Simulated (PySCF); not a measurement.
Compound: SiH(NHEt)3, C6H19N3Si.
Bonds: Si1–N3, Si1–N12, Si1–N21, N3–C4, C4–C5, N12–C13, C13–C14, N21–C22, C22–C23. Hydrogens: H2 on Si1; H6 on N3; H7, H8 on C4; H9, H10, H11 on C5; H15 on N12; H16, H17 on C13; H18, H19, H20 on C14; H24 on N21; H25, H26 on C22; H27, H28, H29 on C23.

Method: TDDFT CAM-B3LYP/def2-SVPD, vertical, gas phase, core orbitals frozen in the response in PySCF. Isolated species at its PBE0-D3(BJ)/def2-SVP geometry (one conformer only).

Lowest singlets, with some entries withheld (?). The highest level found (7.21 eV, f 0.0006 so far) is left out, since the window may have cut off a degenerate partner. Orbitals of the list HOMO-3 to LUMO+2 that lie within 0.01 eV of each other are written together with a slash and their weights summed (≥ marks a lower bound); for degenerate orbitals outside that list single weights are arbitrary.

| state | ν̃ (cm⁻¹) | f | main configurations (H = HOMO, L = LUMO) |
| --- | --- | --- | --- |
| S1 | 49530 | ? | H→L (61%), H→L+3 (11%) |
| S2 | 50270 | ? | H→L+1/L+2 (≥44%), H-1→L (26%) |
| S3 | 50290 | ? | H→L+1/L+2 (≥45%), H-2→L (25%) |
| S4 | 54690 | ? | H→L+1/L+2 (≥28%), H-1→L+1/L+2 (≥14%), H-2→L+1/L+2 (≥13%) |
| S5 | 54760 | ? | H→L+1/L+2 (≥28%), H-1→L+1/L+2 (≥15%), H-2→L+1/L+2 (≥14%) |
| S6 | 56300 | ? | H→L+3 (41%), H-2→L+1/L+2 (≥13%), H-1→L+1/L+2 (≥12%) |
| S7 | 57030 | ? | H→L+3 (28%), H-1→L+1/L+2 (≥13%), H-2→L+1/L+2 (≥13%) |
| S8 | 58030 | ? | H-1→L (17%), H→L+6 (13%), H-1→L+1/L+2 (≥10%) |
| S9 | 58120 | ? | H-2→L (17%), H→L+7 (12%), H-2→L+1/L+2 (≥12%) |

(1) Fill in the withheld entries.

(2) Where do the lowest triplets lie (Tamm–Dancoff)?

(3) What is the mean static polarisability from the same response equations?

(4) Which level carries the most intensity, and what share of the listed sum of f?

## Answers

(1) 
- S1: f = 0.016
- S2: f = 0.021
- S3: f = 0.021
- S4: f = 0.0066
- S5: f = 0.0070
- S6: f = 0.012
- S7: f = 0.0001
- S8: f = 0.0054
- S9: f = 0.0052

(2) T1 5.92 eV, H→L (52%), H→L+3 (15%); T2 6.02 eV, H→L+1/L+2 (≥41%), H-1→L (24%); T3 6.02 eV, H→L+1/L+2 (≥42%), H-2→L (24%). E(S1) − E(T1) = +0.22 eV.

(3) 125.4 au (18.58 Å³), with principal values 108.5, 133.6 and 134.1 au.

(4) S2/S3, with f = 0.041 of 0.094, 44%.

Time: 1.7 min wall, 3.7 min CPU (with the writing of density and orbital grids); peak memory 2.4 GiB. Hardware: an Intel Xeon 6975P-C with 2 threads, shared host with 192 logical CPUs at a one-minute load of 84.

Without π bonds the low states are Rydberg-like; a valence basis with one diffuse set may place them up to an eV too high.
